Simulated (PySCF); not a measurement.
# Two-component Hartree-Fock for Ru⁴⁰⁺ (ruthenium, charge +40)

Start: [He] 2s2. Calculated with PySCF 2.14 in an even-tempered Gaussian basis (17 s from 4.6 bohr⁻², ratio 2.6; 12 p from 5.9 bohr⁻², ratio 2.6; 7 d from 6.1 bohr⁻², ratio 2.8; 4 f from 120 bohr⁻², ratio 2.8): generalised Hartree-Fock with the X2C-1e Hamiltonian and a Gaussian nucleus; spin-orbit coupling (SO) screened by Boettger's factors.

```tsv
spinor shell	electrons	ε, screened SO (eV)	weight of nominal j (screened SO)	rms radius, screened SO (bohr)
1s1/2	2	-25784.1	1.000	0.0381
2s1/2	2	-6134.4	1.000	0.147
```

| quantity | screened SO |
| --- | --- |
| E (hartree) | -2417.03320 |
| M_J | 0 |
| ⟨J²⟩ | 0.000 |
| ⟨L²⟩ | 0.000 |
| ⟨S²⟩ | 0.000 |

Breit and QED terms are absent; they matter most for the inner s and p1/2 levels.

Densities and radii are taken from the X2C orbitals without a picture-change correction, which distorts them close to the nucleus.
